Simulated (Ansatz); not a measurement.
Geometry optimisation, RKS LDA/def2-SVP in Ansatz 0.2.0.

Input file:

```yaml
crystal:
  periodic: [false, false, false]
  atoms:
    - { symbol: C, position_ang: [-1.521, 1.0789, 0.3774] }
    - { symbol: Ge, position_ang: [-0.2731, -0.2818, 0.0184] }
    - { symbol: C, position_ang: [0.413, -1.1948, 1.5626] }
    - { symbol: C, position_ang: [1.2681, 0.4885, -1.0133] }
    - { symbol: Al, position_ang: [0.518, -0.8403, -2.2945] }
    - { symbol: H, position_ang: [-1.0777, 1.9718, 0.9083] }
    - { symbol: H, position_ang: [-1.9466, 1.5003, -0.5934] }
    - { symbol: H, position_ang: [-2.3583, 0.7331, 0.975] }
    - { symbol: H, position_ang: [1.0388, -0.4645, 2.229] }
    - { symbol: H, position_ang: [-0.3882, -1.5991, 2.2064] }
    - { symbol: H, position_ang: [1.0904, -2.0281, 1.2669] }
    - { symbol: H, position_ang: [2.2083, 0.2523, -0.5617] }
    - { symbol: H, position_ang: [0.9785, 1.5632, -1.3116] }
    - { symbol: H, position_ang: [0.0367, -1.209, -3.7406] }
basis:
  gaussian: { orbitals: def2-SVP }
hamiltonian:
  xc: lda
relax:
  f_tol: 0.015
  max_steps: 40
```

Run as:

```bash
$ ansatz run input.yaml --threads 2 --pin off --max-ram 3072MiB --backend cpu --events-out ev --progress --plain --runs-dir out
```

**Question.** Where does it end, and by what steps?

**Answer.** The run converged. The force dipped under the threshold on the way, but the program's further checks kept it going. After 12 steps the energy has fallen by 0.549 eV; H6 moved furthest, 0.39 Å.

| step | energy less start (eV) | largest force component (eV/Å) | accepted |
| --- | --- | --- | --- |
| 0 | 0.0000 | 2.009 | yes |
| 1 | -0.4395 | 0.876 | yes |
| 2 | -0.5218 | 0.287 | yes |
| 3 | -0.5400 | 0.107 | yes |
| 4 | -0.5459 | 0.056 | yes |
| 5 | -0.5439 | 0.107 | no |
| 6 | -0.5473 | 0.048 | yes |
| 7 | -0.5471 | 0.064 | no |
| 8 | -0.5483 | 0.029 | yes |
| 9 | -0.5482 | 0.111 | no |
| 10 | -0.5488 | 0.012 | yes |
| 11 | -0.5489 | 0.019 | yes |
| 12 | -0.5490 | 0.013 | yes |

```xyz
14
Properties=species:S:1:pos:R:3
C -1.554 1.123 0.469
Ge -0.267 -0.251 -0.023
C 0.404 -1.143 1.572
C 1.227 0.482 -1.173
Al 0.268 -0.818 -2.260
H -1.108 1.782 1.245
H -1.826 1.741 -0.411
H -2.481 0.668 0.876
H 0.753 -0.379 2.300
H -0.391 -1.755 2.046
H 1.254 -1.809 1.317
H 2.243 0.211 -0.805
H 1.205 1.573 -1.390
H 0.260 -1.456 -3.733
```

The run took 15 s on 2 threads of Intel(R) Xeon(R) 6975P-C (Granite Rapids), on a shared host, peak memory 0.2 GiB.
